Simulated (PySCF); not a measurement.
Unrelated species, one level of theory. Theory: PySCF 2.14.0, density-fitted response routines, TDDFT CAM-B3LYP/def2-SVPD, vertical, gas phase, core orbitals frozen in the response. Geometries: GFN2-xTB; one conformer of each isolated species. Triplets are in the Tamm–Dancoff approximation. 'Strongest' means the level of largest summed f among the lowest 8 singlets; it needn't be the same kind of state in each.

Question: Rank by computed energy of the strongest computed level, highest first.
A. `C1=C(CC)P1C`
B. `CC(F)(F)C(=O)Cl`
C. `CN[SiH2]C[SiH2]O`
D. `C=C/P=P\C(F)(F)F`
E. `C=CPC1CC1`
F. `C#CCPCC`
G. `C=PC1CCC1`
H. `CC(C)[P@@H](C)=S`

Answer: B (8.78 eV), C (7.95 eV), G (7.42 eV), A (7.21 eV), H (7.00 eV), F (6.46 eV), E (5.88 eV), D (4.39 eV).

| SMILES | strongest (eV) | α (au) | f (strongest) | LUMO (eV) | f (S1) | first f ≥ 0.01 (nm) | S1 mainly |
| --- | --- | --- | --- | --- | --- | --- | --- |
| CC(F)(F)C(=O)Cl | 8.78 | 54.8 | 0.27 | -0.82 | 0.001 | 178 | H→L (96%) |
| CN[SiH2]C[SiH2]O | 7.95 | 87.0 | 0.06 | 0.95 | 0.003 | 176 | H→L (85%) |
| C=PC1CCC1 | 7.42 | 81.9 | 0.20 | -0.45 | 0.007 | 230 | H-1→L (78%) |
| CCC1=CP1C | 7.21 | 84.0 | 0.18 | 1.18 | 0.004 | 216 | H→L (86%) |
| CC(C)[P@@H](C)=S | 7.00 | 95.2 | 0.06 | 0.98 | 0.000 | 207 | H→L+1 (29%) |
| C#CCPCC | 6.46 | 83.4 | 0.08 | 1.15 | 0.011 | 194 | H→L (70%) |
| C=CPC1CC1 | 5.88 | 84.8 | 0.22 | 0.94 | 0.216 | 211 | H→L (94%) |
| C=C/P=P\C(F)(F)F | 4.39 | 90.2 | 0.13 | -2.22 | 0.000 | 282 | H→L (96%) |

H and L stand for HOMO and LUMO.

- `CC(F)(F)C(=O)Cl`: Löwdin shares by element: HOMO oxygen 50%, chlorine 21%, carbon 17% or more; LUMO carbon 45% or more, oxygen 33%, chlorine 13%.
- `CN[SiH2]C[SiH2]O`: Löwdin shares by element: HOMO nitrogen 49%, carbon 9% or more, silicon 9% or more, hydrogen 7% or more (atoms not listed hold the other 26%); LUMO silicon 22% or more, hydrogen 20% or more, carbon 15% or more (atoms not listed hold the other 44%).
- `C=PC1CCC1`: Löwdin shares by element: HOMO carbon 50% or more, phosphorus 36%; LUMO phosphorus 44%, carbon 40% or more (atoms not listed hold the other 16%).
- `CCC1=CP1C`: Löwdin shares by element: HOMO carbon 48% or more, phosphorus 44%; LUMO carbon 59% or more, hydrogen 9% or more, phosphorus 9% (atoms not listed hold the other 23%).
- `CC(C)[P@@H](C)=S`: Löwdin shares by element: HOMO (one of a set within 0.03 eV) sulfur 74%, phosphorus 15%, carbon 6% or more; LUMO hydrogen 19% or more, carbon 15% or more, sulfur 11% (atoms not listed hold the other 56%).
- `C#CCPCC`: Löwdin shares by element: HOMO phosphorus 58%, carbon 20% or more, hydrogen 6% or more (atoms not listed hold the other 17%); LUMO carbon 35% or more, phosphorus 12% (atoms not listed hold the other 53%).
- `C=CPC1CC1`: Löwdin shares by element: HOMO phosphorus 46%, carbon 41% or more; LUMO carbon 61% or more, phosphorus 13%, hydrogen 6% or more (atoms not listed hold the other 20%).
- `C=C/P=P\C(F)(F)F`: Löwdin shares by element: HOMO phosphorus 49%, carbon 43% or more; LUMO phosphorus 80%, carbon 12% or more.
